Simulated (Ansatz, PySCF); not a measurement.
Molecule: H$_{5}$Si$_{2}$O$_{3}$, charge 0, multiplicity 2. SMILES: O[Si](O)(O)[SiH2]
Structure (B3LYP-D3(BJ)/def2-TZVP (Ansatz, a first-principles code) minimum search):
```xyz
10

O     -0.5528    -1.6087    -0.5511
Si    -0.3412    -0.1350     0.1346
O     -1.6226     0.8275    -0.2247
O     -0.3325    -0.1806     1.7872
Si     1.6402     0.6508    -0.8037
H     -1.4043    -2.0434    -0.4407
H     -1.9287     1.4170     0.4701
H      0.3884    -0.6426     2.2230
H      2.8006    -0.2643    -0.6463
H      2.0203     2.0072    -0.3293
```
Charge 0, spin multiplicity 2.

Property: size of the dipole moment, in D. Conventions: open shells spin-unrestricted; dispersion terms only where a functional's name holds one; LANL2DZ with its own core potentials from Na on; 6-311+G** with 5d, 6d on Na to Ar in Ansatz; six Cartesian d functions in 6-31G* and its kin unless marked 5d; spin-orbit terms left out; non-relativistic. First-principles rows: single points at B3LYP-D3(BJ) geometries (Ansatz).

```tsv
level	program	size of the dipole moment (D)
PBE/STO-3G	Ansatz	1.54
PBE/LANL2DZ	Ansatz	2.22
PBE/6-31G*	Ansatz	2.15
BLYP/6-31G*	Ansatz	2.10
BP86/6-31G* (5d)	PySCF	2.16
B3LYP/3-21G	Ansatz	2.34
B3LYP/LANL2DZ	Ansatz	2.14
B3LYP/6-31G*	Ansatz	2.03
B3LYP/def2-SVP	Ansatz	1.99
B3LYP/cc-pVDZ	Ansatz	1.90
PBE0/6-311+G**	Ansatz	1.73
M06-2X/6-31G* (5d)	PySCF	1.95
M06-2X/6-311+G**	PySCF	1.64
```

No value to compare with is used here. The 13 habitual levels span 1.54 (PBE/STO-3G) to 2.34 D (B3LYP/3-21G).

The levels are drawn from those run, B3LYP/6-31G* more often than the rest, none by its result; left out are runs that failed, that the program found above a lower state of the same kind, or whose <S^2> lies over 0.5 above the pure value.
